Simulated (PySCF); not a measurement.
Predicted microwave data (CAM-B3LYP/def2-SVPD in PySCF (dipole) on a GFN2-xTB geometry, gas phase) for one isomer of C5H5F3Si:

```
Rotational constants : A = 2245, B = 994.6, C = 821.2 MHz
Dipole components    : |μa| = 2.33 D, |μb| = 2.49 D, |μc| = 0.00 D
Inertial defect      : -117.82 u·Å²
κ                    : -0.76
```

Problem. Which candidate fits, each taken in the one conformer that was computed?
A. `C#C/C=C(/C)[Si](F)(F)F`
B. `C#C/C(=C/[SiH3])C(F)(F)F`
C. `FC1=C[Si](F)(F)C=CC1`
D. `[CH:1]#[C:2][C:3](=[CH2:4])[SiH2:5][C:6]([F:7])([F:8])[F:9]` with C2–C3–Si5–C6 180°
E. `[F:1][CH2:2][Si@:3]1([F:4])[CH:5]=[CH:6][C:7]([F:8])=[CH:9]1` with F1–C2–Si3–F4 180°

Solution. C. It is FC1=C[Si](F)(F)C=CC1, an asymmetric top, point group Cs. The candidates at the same level (rigid rotor, commonest isotopes):

```csv
SMILES,A (MHz),B (MHz),C (MHz),μa (D),μb (D),μc (D),Δ (u·Å²),point group,rotor
FC[Si@]1(F)C=CC(F)=C1,1998,939.6,817.7,0.81,0.37,0.86,-172.68,C1,asymmetric top
C#C/C(=C/[SiH3])C(F)(F)F,1862,1095,790.9,0.53,2.26,0.00,-93.94,Cs,asymmetric top
C#CC(=C)[SiH2]C(F)(F)F,3020,744.0,671.6,2.53,0.36,0.00,-94.17,Cs,near-prolate asymmetric top
C#C/C=C(/C)[Si](F)(F)F,1768,1204,866.2,1.93,2.63,0.00,-122.06,Cs,asymmetric top
FC1=C[Si](F)(F)C=CC1,2245,994.6,821.2,2.33,2.49,0.00,-117.82,Cs,asymmetric top
```

`C#C/C=C(/C)[Si](F)(F)F` has A 21 % too low; `C#CC(=C)[SiH2]C(F)(F)F` has A 35 % too high; `FC[Si@]1(F)C=CC(F)=C1` has A 11 % too low; `C#C/C(=C/[SiH3])C(F)(F)F` has A 17 % too low. In the right answer the mirror of this Cs structure is the ab plane, so μc vanishes by symmetry. No structure here is proved a minimum.
